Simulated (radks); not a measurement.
The numbers below are computed, except where a source is named.
Task: The table gives one normalised radial function P(r) = r R(r) of Mg in [Ne] 3s2 (r in bohr). Level of theory: scalar-relativistic Kohn-Sham, r2SCAN, spin-polarised, spherical densities, finite nucleus; meta-GGA in the generalised Kohn-Sham scheme; Fermi nuclear charge, rms radius 3.057 fm (a radial shooting solver on a logarithmic mesh with Libxc functionals).

| r | P |
|---|---|
| 0.007828 | 0.1468 |
| 0.01003 | 0.1829 |
| 0.01285 | 0.2262 |
| 0.01647 | 0.2768 |
| 0.02128 | 0.3362 |
| 0.02727 | 0.3987 |
| 0.03494 | 0.4618 |
| 0.04478 | 0.5182 |
| 0.05738 | 0.5562 |
| 0.07412 | 0.5591 |
| 0.09498 | 0.5063 |
| 0.1217 | 0.3785 |
| 0.156 | 0.1622 |
| 0.1999 | -0.1413 |
| 0.2561 | -0.5034 |
| 0.3309 | -0.8724 |
| 0.424 | -1.1393 |
| 0.5433 | -1.2406 |
| 0.6963 | -1.1477 |
| 0.8922 | -0.8992 |
| 1.143 | -0.5866 |
| 1.477 | -0.3008 |
| 1.893 | -0.1206 |
| 2.425 | -0.0371 |
| 3.108 | -0.0080 |
| 3.983 | -0.0011 |
| 5.104 | -0.0001 |
| 6.593 | 0.0000 |
| 8.448 | 0.0000 |
| 10.83 | 0.0000 |

Which n and l does it have? It may be an empty orbital.

Result: n = 2, l = 0: the number of nodes gives n - l - 1 = 1, the rise at small r (about r^(l+1)) gives l, and the extent must fit the shell. The curve is that of 2s. 2s: eigenvalue -83.015 eV, 1 radial node at r = 0.180 bohr, <r> = 0.694 bohr, 90 % of the charge inside 1.10 bohr.
